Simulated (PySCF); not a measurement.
AsH4Si, SMILES [SiH2][AsH2], multiplicity 2. The structure is a stationary point at B3LYP-D3(BJ)/def2-TZVP. The isomer is the one that the SMILES or the coordinates give; other isomers of the formula were not compared.

Calculation: B3LYP-D3(BJ)/def2-TZVP in PySCF.

Harmonic wavenumbers (cm⁻¹): 104, 341, 461, 477, 669, 704, 924, 986, 2150, 2175, 2176, 2207. Rotational constants (GHz): 60.60, 3.855, 3.797; symmetry number 1.

Problem. Work out the zero-point energy and the ideal-gas rigid-rotor harmonic-oscillator thermochemistry at 298.15 K and 1 atm.

Solution. ZPE = ½ Σ hcν = ½ × 13374 cm⁻¹ = 19.12 kcal/mol. H − E(el) = 22.69 kcal/mol. Entropy in cal/(mol K): translation 39.92, rotation 23.41, vibration 6.95, spin 1.38, total 71.65. G − E(el) = 1.33 kcal/mol. Cp = 16.72 cal/(mol K). Modes under 150 cm⁻¹ make the vibrational entropy uncertain.
